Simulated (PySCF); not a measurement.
Ga(H)(Me)(OMe) (C2H7GaO), SMILES C[O][GaH][CH3].

Geometry: B3LYP-D3(BJ)/def2-SVP. Other conformers were not sampled.

Two levels are set side by side: TDDFT-PBE/def2-SVPD (PySCF) and TDDFT-ωB97X/def2-SVPD (PySCF). Vertical, same geometry. The lowest singlet is HOMO−1→LUMO 100 % with PBE and HOMO−1→LUMO 89 % with the other functional; states are paired by order. Differences are taken from unrounded values.

```tsv
quantity	TDDFT-ωB97X
lowest singlet excitation (eV)	5.87
lowest triplet excitation (TDA) (eV)	5.63
first bright state (f over 0.05) (eV)	6.43
its oscillator strength	0.06
```

Question: What does TDDFT-PBE give, and how far is it from TDDFT-ωB97X? (Estimate from the structure and the level; the computed values follow.)

Answer: 
```
quantity                               TDDFT-PBE  TDDFT-PBE minus TDDFT-ωB97X
-------------------------------------  ---------  ---------------------------
lowest singlet excitation (eV)              4.86                        -1.01
lowest triplet excitation (TDA) (eV)        4.34                        -1.29
first bright state (f over 0.05) (eV)       5.14                        -1.28
its oscillator strength                     0.07                         0.01
```

Functionals without exact exchange tend to place singlet excitations lower, as here. Differences between two approximate levels are no errors against the true value.

Rough cost on one machine, each run with all the roots and properties that it gave: TDDFT-ωB97X against TDDFT-PBE about 7 times.
